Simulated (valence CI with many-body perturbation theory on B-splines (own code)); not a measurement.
E1 line list for Pm LIV

Level of theory: relativistic CI+MBPT: six valence electrons over a frozen Dirac-Fock core [He], a basis of 9 s, 9 p, 8 d, 6 f, 3 g, 1 h functions for each j, with the one-electron correlation potential Σ1, the two-electron term Σ2, the three-electron term Σ3, Breit, model QED; selected CI, second order for the rest, scaled by the run's own slope (own B-spline code, finite nucleus).

No measured spectrum was set against this ion. As an estimate, large intervals hold to a few tenths of a per cent, small ones and those within an open d or f shell to about a per cent. Among the levels kept, up to 2100 cm⁻¹ of a level comes from second order outside the variational space, and about a tenth of that is noise between levels of different J, which matters for small intervals.

Lines 151 to 200 of 222 in falling wavelength, among levels below 6746.4 eV, chosen from the strongest by gf and those to the six lowest levels. Wavelengths and rates use the calculated energies. Electric multipoles are in the length gauge with retardation, E1 and E2 with the static RPA response of the core. Weak lines are less certain than strong ones. Lines between different terms over intervals too small for the method are left out, as are lines whose strength nearly cancels. The highest levels of a list are the least certain.

Levels are named by their leading jj configuration (3d3/2^4 stands for four electrons in 3d with j = 3/2), which in mixed levels can hold well under half, so a name can repeat and another be missing. Letters in brackets count levels of one name in rising energy.

```tsv
λ vac (Å)	Upper	Lower	A (s⁻¹)	S (a.u.)
2.170	(2s^2 2p1/2 2p3/2^2 3p3/2) J=1 [c]	(2s 2p1/2^2 2p3/2^3) J=1	1.94e+08	2.93e-09
2.170	(2s^2 2p1/2 2p3/2^2 3p3/2) J=2 [a]	(2s 2p1/2^2 2p3/2^3) J=2	7.56e+12	1.91e-04
2.166	(2s^2 2p1/2 2p3/2^2 3p3/2) J=2 [c]	(2s 2p1/2^2 2p3/2^3) J=1	1.26e+12	3.16e-05
2.165	(2s^2 2p1/2 2p3/2^2 3p3/2) J=3 [b]	(2s 2p1/2^2 2p3/2^3) J=2	4.08e+12	1.43e-04
2.163	(2s^2 2p1/2 2p3/2^2 3p3/2) J=1 [a]	(2s 2p1/2^2 2p3/2^3) J=2	4.06e+10	6.09e-07
2.159	(2s^2 2p1/2 2p3/2^2 3p3/2) J=3 [c]	(2s 2p1/2^2 2p3/2^3) J=2	3.89e+12	1.35e-04
2.158	(2s^2 2p1/2^2 2p3/2 3s) J=1	(2s^2 2p1/2^2 2p3/2^2) J=0	3.05e+13	4.54e-04
2.158	(2s 2p1/2^2 2p3/2^2 3s) J=2 [a]	(2s 2p1/2^2 2p3/2^3) J=2	7.03e+13	1.74e-03
2.157	(2s^2 2p1/2 2p3/2^2 3s) J=2 [a]	(2s^2 2p1/2 2p3/2^3) J=2	4.18e+12	1.03e-04
2.156	(2s 2p1/2^2 2p3/2^2 3s) J=1 [a]	(2s 2p1/2^2 2p3/2^3) J=1	3.47e+13	5.15e-04
2.154	(2s 2p1/2^2 2p3/2^2 3s) J=2 [b]	(2s 2p1/2^2 2p3/2^3) J=1	1.20e+13	2.96e-04
2.154	(2s 2p1/2^2 2p3/2^2 3s) J=1 [b]	(2s 2p1/2^2 2p3/2^3) J=1	4.21e+13	6.23e-04
2.154	(2s^2 2p1/2 2p3/2^2 3p3/2) J=1 [b]	(2s 2p1/2^2 2p3/2^3) J=2	9.43e+11	1.39e-05
2.153	(2s^2 2p1/2 2p3/2^2 3s) J=1 [a]	(2s^2 2p1/2 2p3/2^3) J=2	1.54e+13	2.27e-04
2.150	(2s^2 2p1/2 2p3/2^2 3s) J=2 [a]	(2s^2 2p1/2 2p3/2^3) J=1	1.19e+13	2.91e-04
2.149	(2s 2p1/2^2 2p3/2^2 3s) J=0	(2s 2p1/2^2 2p3/2^3) J=1	4.49e+13	2.20e-04
2.148	(2s^2 2p1/2 2p3/2^2 3s) J=3	(2s^2 2p1/2 2p3/2^3) J=2	1.52e+13	5.21e-04
2.148	(2s^2 2p1/2 2p3/2^2 3p3/2) J=2 [b]	(2s 2p1/2^2 2p3/2^3) J=2	2.82e+12	6.89e-05
2.147	(2s^2 2p1/2 2p3/2^2 3p3/2) J=1 [c]	(2s 2p1/2^2 2p3/2^3) J=2	1.36e+13	2.00e-04
2.146	(2s^2 2p1/2 2p3/2^2 3s) J=1 [a]	(2s^2 2p1/2 2p3/2^3) J=1	7.77e+13	1.14e-03
2.146	(2s^2 2p1/2 2p3/2^2 3s) J=2 [b]	(2s^2 2p1/2 2p3/2^3) J=2	8.21e+13	2.00e-03
2.144	(2s^2 2p1/2^2 2p3/2 3s) J=2	(2s^2 2p1/2^2 2p3/2^2) J=2	4.37e+13	1.06e-03
2.142	(2s^2 2p1/2 2p3/2^2 3p3/2) J=2 [c]	(2s 2p1/2^2 2p3/2^3) J=2	6.77e+10	1.64e-06
2.141	(2s^2 2p1/2^2 2p3/2 3s) J=1	(2s^2 2p1/2^2 2p3/2^2) J=2	7.42e+13	1.08e-03
2.139	(2s^2 2p1/2 2p3/2^2 3s) J=2 [b]	(2s^2 2p1/2 2p3/2^3) J=1	1.19e+13	2.87e-04
2.133	(2s^2 2p1/2 2p3/2^2 3s) J=1 [b]	(2s^2 2p1/2 2p3/2^3) J=2	3.79e+13	5.44e-04
2.132	(2s 2p1/2^2 2p3/2^2 3s) J=1 [a]	(2s 2p1/2^2 2p3/2^3) J=2	9.16e+12	1.32e-04
2.131	(2s 2p1/2^2 2p3/2^2 3s) J=2 [b]	(2s 2p1/2^2 2p3/2^3) J=2	3.77e+12	8.99e-05
2.130	(2s 2p1/2^2 2p3/2^2 3s) J=1 [b]	(2s 2p1/2^2 2p3/2^3) J=2	3.57e+13	5.11e-04
2.127	(2s^2 2p1/2 2p3/2^2 3s) J=0	(2s^2 2p1/2 2p3/2^3) J=1	4.70e+13	2.24e-04
2.126	(2s^2 2p1/2 2p3/2^2 3s) J=1 [b]	(2s^2 2p1/2 2p3/2^3) J=1	7.70e+12	1.10e-04
2.033	(2s^2 2p1/2^2 2p3/2 3d3/2) J=1	(2s^2 2p1/2^2 2p3/2^2) J=0	5.01e+13	6.23e-04
2.031	(2s 2p1/2^2 2p3/2^2 3p1/2) J=2	(2s^2 2p1/2 2p3/2^3) J=2	1.36e+12	2.81e-05
2.031	(2s 2p1/2^2 2p3/2^2 3p1/2) J=3	(2s^2 2p1/2 2p3/2^3) J=2	9.76e+11	2.83e-05
2.031	(2s^2 2p1/2 2p3/2^2 3d3/2) J=1 [a]	(2s^2 2p1/2 2p3/2^3) J=2	2.43e+13	3.01e-04
2.030	(2s^2 2p1/2 2p3/2^2 3d3/2) J=2 [a]	(2s^2 2p1/2 2p3/2^3) J=2	7.99e+12	1.65e-04
2.027	(2s^2 2p1/2 2p3/2^2 3d3/2) J=3 [a]	(2s^2 2p1/2 2p3/2^3) J=2	8.12e+12	2.34e-04
2.025	(2s 2p1/2^2 2p3/2^2 3p1/2) J=2	(2s^2 2p1/2 2p3/2^3) J=1	3.84e+12	7.88e-05
2.025	(2s^2 2p1/2 2p3/2^2 3d3/2) J=1 [a]	(2s^2 2p1/2 2p3/2^3) J=1	1.63e+13	2.00e-04
2.024	(2s^2 2p1/2 2p3/2^2 3d3/2) J=0	(2s^2 2p1/2 2p3/2^3) J=1	1.35e+14	5.51e-04
2.024	(2s^2 2p1/2 2p3/2^2 3d3/2) J=2 [a]	(2s^2 2p1/2 2p3/2^3) J=1	2.87e+12	5.86e-05
2.021	(2s^2 2p1/2^2 2p3/2 3d3/2) J=2	(2s^2 2p1/2^2 2p3/2^2) J=2	4.38e+13	8.93e-04
2.019	(2s^2 2p1/2 2p3/2^2 3d3/2) J=2 [b]	(2s^2 2p1/2 2p3/2^3) J=2	5.51e+11	1.12e-05
2.019	(2s^2 2p1/2^2 2p3/2 3d3/2) J=3	(2s^2 2p1/2^2 2p3/2^2) J=2	2.73e+12	7.76e-05
2.018	(2s^2 2p1/2 2p3/2^2 3d3/2) J=3 [b]	(2s^2 2p1/2 2p3/2^3) J=2	2.69e+12	7.63e-05
2.018	(2s^2 2p1/2^2 2p3/2 3d3/2) J=1	(2s^2 2p1/2^2 2p3/2^2) J=2	1.19e+14	1.45e-03
2.018	(2s^2 2p1/2 2p3/2^2 3d3/2) J=1 [b]	(2s^2 2p1/2 2p3/2^3) J=2	3.86e+13	4.70e-04
2.017	(2s^2 2p1/2 2p3/2^2 3d5/2) J=3	(2s^2 2p1/2 2p3/2^3) J=2	2.23e+13	6.33e-04
2.013	(2s^2 2p1/2 2p3/2^2 3d3/2) J=2 [b]	(2s^2 2p1/2 2p3/2^3) J=1	1.09e+11	2.19e-06
2.012	(2s^2 2p1/2 2p3/2^2 3d3/2) J=1 [b]	(2s^2 2p1/2 2p3/2^3) J=1	3.47e+10	4.19e-07
```
